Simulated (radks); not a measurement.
Removal energies from the germanium ion Ge12+, [Ar] 3d(3/2: 2, 5/2: 0), by Delta-SCF beside the eigenvalue of the level emptied. Method: Dirac Kohn-Sham, relativistic LDA (MacDonald-Vosko exchange, VWN5 correlation), spin-unpolarised, spherical densities, finite nucleus; Fermi nuclear charge, rms radius of each element as measured or else 0.836 A^(1/3) + 0.57 fm; computed with a radial shooting solver on a logarithmic mesh with Libxc functionals. Sub-shells are occupied by j as written (lower j first in brackets).

[
 {"removed from": "3d3/2", "final configuration": "[Ar] 3d(3/2: 1, 5/2: 0)", "Delta-SCF (eV)": "365.74", "-eigenvalue (eV)": "345.19"},
 {"removed from": "3p3/2", "final configuration": "[Ne] 3s2 3p(1/2: 2, 3/2: 3) 3d(3/2: 2, 5/2: 0)", "Delta-SCF (eV)": "446.45", "-eigenvalue (eV)": "427.20"},
 {"removed from": "3p1/2", "final configuration": "[Ne] 3s2 3p(1/2: 1, 3/2: 4) 3d(3/2: 2, 5/2: 0)", "Delta-SCF (eV)": "452.29", "-eigenvalue (eV)": "432.83"},
 {"removed from": "3s1/2", "final configuration": "[Ne] 3s1 3p6 3d(3/2: 2, 5/2: 0)", "Delta-SCF (eV)": "501.82", "-eigenvalue (eV)": "482.57"}
]
